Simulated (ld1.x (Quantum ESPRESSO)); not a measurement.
## Reading a pseudo-wave (copper (Cu))

Columns: radius, all-electron u(r) and pseudo u(r) of the 3d shell (level -29.98 eV) of copper in the configuration [Ar] 3d9 4s0 4p0; LDA (PZ), scalar-relativistic, RRKJ scheme, ld1.x (Quantum ESPRESSO) 7.5.

```
r (bohr)  all-electron  pseudo
   0.125        0.1746  0.0308
   0.250        0.5628  0.2115
   0.375        0.8569  0.5531
   0.500        0.9948  0.9165
   0.625        1.0174  1.1338
   0.750        0.9753  1.1424
   0.875        0.9032  1.0118
   1.000        0.8204  0.8571
   1.125        0.7368  0.7410
   1.250        0.6569  0.6569
   1.375        0.5828  0.5828
   1.500        0.5152  0.5152
   1.625        0.4541  0.4541
   1.750        0.3992  0.3992
   1.875        0.3502  0.3502
   2.000        0.3066  0.3066
   2.125        0.2679  0.2679
   2.250        0.2336  0.2336
   2.375        0.2034  0.2034
   2.500        0.1768  0.1768
   2.625        0.1534  0.1534
   2.750        0.1330  0.1330
   2.875        0.1151  0.1151
   3.000        0.0994  0.0994
   3.125        0.0858  0.0858
   3.250        0.0740  0.0740
```

**Question.** How many radial nodes do the two functions have?

**Answer.** The all-electron 3d function has n − l − 1 = 0; the pseudo-wave has 0.

**Question.** At about which radius was the pseudo-wave matched?

**Answer.** 1.25 bohr, where the columns begin to agree (steps of 0.12 bohr).

**Question.** Is the pseudo-wave norm-conserving?

**Answer.** Yes: the RRKJ scheme keeps the norm inside the radius equal to the all-electron one, which fixes the energy derivative of the logarithmic derivative at the level.
